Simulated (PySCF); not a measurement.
[Yb(SH)3]− at several levels of theory

Computed with PySCF 2.14.0 (density fitting, no spin-orbit coupling) at the geometry relaxed with PBE0:

```xyz
7
[Yb(SH)3]− (singlet in the valence; each metal's 4f electrons, 14 of them, lie in its core potential, out of spins and levels)
Yb    0.0000    0.0000    0.5794
S     2.7303    0.5195    0.5857
H     3.0442   -0.7975    0.6021
S    -1.8150    2.1048    0.5857
H    -0.8314    3.0351    0.6021
S    -0.9153   -2.6242    0.5857
H    -2.2128   -2.2376    0.6021
```

```
level                                              basis    state  HOMO (eV)  gap (eV)  charge on Yb1 (e)  population of f-type functions on Yb1 (polarisation alone where 4f lies in the core)  dipole about the centre of mass (D)  largest force component (eV/Å)
 PBE0  Yb lcecp-0-SVP with ECP60, S def2-SVP, H def2-SVP  singlet          –         –               0.34                                                                                  0.01                                 0.02                            0.00
B3LYP                                           the same  singlet          –         –               0.25                                                                                  0.01                                 0.02                            0.11
  PBE                                           the same  singlet          –         –               0.17                                                                                  0.00                                 0.02                            0.30
```

In the lcecp rows the 4f levels are missing from HOMO and gap, and the state counts the valence alone.

Charges are Mulliken's, which hang on the basis. The relaxation used the grid (50, 194), these runs (75, 302) or, all-electron (x2c bases, spin-free X2C Hamiltonian), (99, 590).

(1) What does PBE0 with Yb lcecp-0-TZVP with ECP60, S def2-TZVP, H def2-TZVP give here?

An lcecp potential fixes the number of 4f electrons, so in runs with it no electron can move into or out of that shell.

Results:

(1) state singlet, charge on Yb1 (e) 0.97, population of f-type functions on Yb1 (polarisation alone where 4f lies in the core) 0.01, dipole about the centre of mass (D) 0.03, largest force component (eV/Å) 0.22. Time: 31 s on 2 threads of Arm Neoverse V1, on a shared host, from free ions and atoms.
